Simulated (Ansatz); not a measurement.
Process, species as SMILES: C[Si](C)(P)P -> C[Si](C)P + [PH2] (PH2) (the P-Si bond at the site shown breaks; other sites are not compared here)
Structures are relaxed separately at B3LYP-D3(BJ)/def2-TZVP in Ansatz (a quantum-chemistry and plane-wave program), one conformer each, not searched for the lowest.

Quantity: bond dissociation energy (electronic energy difference), in kJ/mol. Cores are frozen in the correlated levels unless marked. UHF or UKS for open shells. No spin-orbit coupling. Non-relativistic. CBS(X,Y): correlation extrapolated as X^-3; Hartree-Fock from the larger set.

```json
[
 {"level": "PBE-D4/def2-TZVPD", "program": "Ansatz + dftd4", "bond dissociation energy (kJ/mol)": "312.2"},
 {"level": "B3LYP-D4/def2-TZVPD", "program": "Ansatz + dftd4", "bond dissociation energy (kJ/mol)": "303.9"},
 {"level": "PBE0/STO-3G", "program": "Ansatz", "bond dissociation energy (kJ/mol)": "406.3"},
 {"level": "r2SCANh-D4/def2-TZVPD", "program": "Ansatz + dftd4", "bond dissociation energy (kJ/mol)": "299.6"},
 {"level": "RI-MP2/cc-pV(Q+d)Z", "program": "Ansatz", "bond dissociation energy (kJ/mol)": "330.8"},
 {"level": "SCS-MP2/cc-pV(T+d)Z", "program": "Ansatz", "bond dissociation energy (kJ/mol)": "316.5"},
 {"level": "CCSD(T)/CBS(cc-pV(T+d)Z,cc-pV(Q+d)Z)", "program": "Ansatz", "bond dissociation energy (kJ/mol)": "323.3"}
]
```
